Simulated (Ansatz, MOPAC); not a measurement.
Species: GeS, charge 0, multiplicity 1. SMILES: [S]=[Ge]

Atoms: Ge1, S2. Bonds: Ge1-S2.

Bond lengths (Å) and angles (degrees) optimised at PM6 with MOPAC; PM7 with MOPAC; HF/3-21G with Ansatz (a program for electronic structure), each started from the B3LYP-D3(BJ)/def2-TZVP structure (Ansatz) of the last column. A row stands for all coordinates that are equal there.

| coordinate | PM6 | PM7 | HF/3-21G | B3LYP-D3(BJ)/def2-TZVP |
|---|---|---|---|---|
| Ge1-S2 | 2.009 | 2.043 | 2.070 | 2.028 |

Mean signed difference of all 1 bond lengths from B3LYP-D3(BJ)/def2-TZVP: PM6 -0.019 Å, PM7 0.014 Å, HF/3-21G 0.041 Å.
